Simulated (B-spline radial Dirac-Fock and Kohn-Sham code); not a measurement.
## Dipole and non-dipole photoemission parameters of C³⁺ 1s

System: the C³⁺ ion, configuration [He] 2s1; threshold 351.6 eV (orbital energy of the model). These are calculated numbers from a B-spline atomic structure program; the model is Dirac-Hartree-Slater photoionisation with a Latter tail; cross sections with all multipoles, angular parameters from the dipole term and its interference with E2.

```tsv
hν (eV)	σ (kb)	β	γ
430	400	2.000	0.150
600	171	2.000	0.301
800	78.7	2.000	0.435
906	55.8	2.000	0.495
1253.6	22.4	2.000	0.654
1280	21.1	2.000	0.664
1380	17.1	2.000	0.703
1810	7.74	2.000	0.853
2020	5.59	2.000	0.917
2080	5.13	2.000	0.935
2450	3.15	2.000	1.036
2870	1.96	2.000	1.140
3160	1.46	2.000	1.207
3600	?	?	?
4500	0.495	2.000	1.484
5310	0.296	2.000	1.632
5414.7	0.278	2.000	1.650
6480	0.158	2.000	1.823
8047.8	0.0795	2.000	2.050
11900	0.0226	2.000	2.524
12000	0.0220	2.000	2.535
13300	0.0158	2.000	2.675
```

Q: Give the values at 3600 eV.

A: σ = 0.984 kb, β = 2.000, γ = 1.303. For an s subshell δ is negligible.
